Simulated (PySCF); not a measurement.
CH10O2Si3, SMILES [SiH3][SiH2]O[Si@H](C)O.

The structure is a stationary point at B3LYP-D3(BJ)/def2-SVP. The structure was generated by enumeration; whether it is a known compound was not checked. One conformer was computed; it need not be the lowest.

All values below come from PySCF with TDA-PBE/def2-SVPD.

Vertical excitations. Gas-phase values at a fixed geometry.

```tsv
state	energy (eV)	λ (nm)	f	main pairs
S1	5.92	209	0.006	HOMO→LUMO 93 %
S2	6.14	202	0.005	HOMO−1→LUMO 82 %, HOMO→LUMO+1 17 %
S3	6.16	201	0.013	HOMO→LUMO+1 74 %, HOMO−1→LUMO 17 %
S4	6.49	191	0.004	HOMO−1→LUMO+1 98 %
S5	6.68	186	0.037	HOMO−2→LUMO 93 %
S6	6.70	185	0.017	HOMO→LUMO+2 79 %
T1	5.35	232	0	HOMO→LUMO 97 %
T2	5.84	212	0	HOMO→LUMO+1 64 %, HOMO→LUMO+2 33 %
```
Triplets are in the Tamm–Dancoff approximation.
